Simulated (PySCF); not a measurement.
Species: `CNC(C)(C)[SiH2]CF`. The columns A, B, C and D hold Mulliken, IAO, Hirshfeld and ESP-fitted charges (e) of one PBE0/pcSseg-1 density (PySCF), in a shuffled order. Coordinates in Å (GFN2-xTB); the density's dipole moment is (2.40, -0.20, -0.05) D.

```csv
atom,x,y,z,A,B,C,D
C1,1.560,-1.090,1.100,-0.079,-0.117,-0.304,-0.073
N2,0.574,-0.033,1.138,-0.705,-0.463,-0.418,-0.157
C3,0.206,0.589,-0.135,+0.503,-0.535,-0.099,-0.014
C4,1.411,1.101,-0.937,-0.495,-0.161,-0.434,-0.130
C5,-0.692,1.780,0.214,-0.604,-0.176,-0.418,-0.123
Si6,-0.816,-0.679,-1.159,+0.329,+0.602,+0.717,+0.326
C7,-2.089,-1.523,-0.001,-0.024,-0.123,-0.229,-0.068
F8,-3.128,-0.656,0.278,-0.243,-0.348,-0.329,-0.125
H9,1.217,-1.879,0.431,+0.060,+0.117,+0.135,+0.038
H10,1.649,-1.506,2.104,+0.094,+0.118,+0.148,+0.045
H11,2.560,-0.770,0.773,+0.050,+0.096,+0.109,+0.029
H12,0.881,0.688,1.787,+0.342,+0.171,+0.233,+0.104
H13,2.047,0.282,-1.261,+0.121,+0.117,+0.135,+0.035
H14,2.007,1.790,-0.337,+0.134,+0.101,+0.133,+0.036
H15,1.066,1.628,-1.823,+0.110,+0.115,+0.140,+0.041
H16,-1.539,1.454,0.811,+0.150,+0.136,+0.154,+0.037
H17,-0.133,2.522,0.787,+0.142,+0.102,+0.129,+0.037
H18,-1.066,2.259,-0.688,+0.164,+0.119,+0.141,+0.042
H19,0.010,-1.741,-1.750,-0.112,-0.073,-0.127,-0.081
H20,-1.533,0.012,-2.234,-0.099,-0.054,-0.113,-0.075
H21,-1.661,-1.807,0.962,+0.082,+0.136,+0.155,+0.039
H22,-2.543,-2.402,-0.462,+0.081,+0.121,+0.143,+0.039
```

Problem. Which column most likely holds the ESP-fitted charges?

Solution. A. Σ q r misses the density's dipole by 0.07 D (A), 1.07 D (D), 1.94 D (C), 2.99 D (B). Charges fitted to the outside potential are the only set here that is tied to the molecule's multipoles.

Problem. And the Hirshfeld charges?

Solution. D. The mean sizes are 0.077 e (D), 0.186 e (B), 0.215 e (A), 0.225 e (C), and Hirshfeld charges are commonly the smallest of these schemes.

As computed, A = ESP-fitted, B = Mulliken, C = IAO, D = Hirshfeld. Hydrogens on carbon: ESP-fitted +0.05 to +0.16, Mulliken +0.10 to +0.14, IAO +0.11 to +0.16, Hirshfeld +0.03 to +0.04 e.

The ESP scheme is a least-squares fit of atom-centred charges to the potential on four shells outside the van der Waals surface, with the total charge fixed. The IAO scheme counts the electrons in orthogonalised intrinsic atomic orbitals, a minimal basis polarised so that it spans the occupied orbitals exactly.

One conformer (not necessarily the lowest) at the GFN2-xTB geometry, without solvent, vibrations or thermal averaging.

The run behind these numbers computed NMR shieldings as well. Time: 44 s of wall time; peak memory 0.92 GiB. Hardware: one thread, Arm Neoverse V1 (aarch64) (shared host).

Shape of the structure used: `[CH3:1][NH:2][C:3]([CH3:4])([CH3:5])[SiH2:6][CH2:7][F:8]`: C1–N2–C3–C4 -53°, N2–C3–Si6–C7 44°, C3–Si6–C7–F8 75°.
